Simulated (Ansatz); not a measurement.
Relaxation of AlF3H5NO (11 atoms, charge 0, multiplicity 1), to a largest force component of 0.03 eV/Å in at most 50 steps.

Computed with RKS BHLYP-D4/def2-SVP in Ansatz 0.2.0.

```xyz
11
Properties=species:S:1:pos:R:3
Al -1.306 -0.341 -0.803
O 1.323 -1.749 0.208
F -0.530 -0.627 -2.225
F -2.419 -1.392 -0.218
H 0.971 1.109 1.139
N -1.044 1.298 0.035
H 1.788 -1.134 0.781
F 1.811 0.938 1.438
H 1.844 -1.786 -0.594
H -0.753 2.090 -0.517
H -1.684 1.595 0.756
```

Question: Where does it end, and by what steps?

Answer: It converged. After 21 steps the energy has fallen by 2.501 eV; H7 moved furthest, 0.89 Å. Parted: O2–H7, H5–F8. Joined: Al1–O2, H5–N6, H7–F8.

| step | energy less start (eV) | largest force component (eV/Å) | accepted |
| --- | --- | --- | --- |
| 0 | 0.0000 | 1.705 | yes |
| 1 | -0.3703 | 0.789 | yes |
| 2 | -0.7846 | 1.559 | yes |
| 3 | -1.3996 | 0.875 | yes |
| 4 | -1.5372 | 2.538 | yes |
| 5 | -1.7293 | 0.508 | yes |
| 6 | -1.7698 | 0.186 | yes |
| 7 | -1.7781 | 0.247 | yes |
| 8 | -1.7837 | 0.122 | yes |
| 9 | -1.7866 | 0.313 | yes |
| 10 | -1.8017 | 0.232 | yes |
| 11 | -1.8292 | 1.199 | yes |
| 12 | -1.9008 | 1.043 | yes |
| 13 | -2.0108 | 4.196 | yes |
| 14 | -2.4016 | 0.977 | yes |
| 15 | -2.4338 | 0.774 | yes |
| 16 | -2.3998 | 1.091 | no |
| 17 | -2.4896 | 0.247 | yes |
| 18 | -2.4911 | 0.199 | yes |
| 19 | -2.4975 | 0.349 | yes |
| 20 | -2.5004 | 0.036 | yes |
| 21 | -2.5007 | 0.013 | yes |

```xyz
11
Properties=species:S:1:pos:R:3
Al -0.607 -0.650 -0.693
O 0.897 -1.256 -0.064
F -0.615 -0.283 -2.312
F -1.982 -1.371 -0.105
H 0.251 1.194 0.744
N -0.605 1.113 0.183
H 1.613 -0.265 0.855
F 1.801 0.530 1.356
H 1.275 -2.105 -0.266
H -0.622 1.868 -0.495
H -1.406 1.225 0.796
```

The run took 77 s on 2 threads of Arm Neoverse V1, on a shared host, peak memory 0.25 GiB.
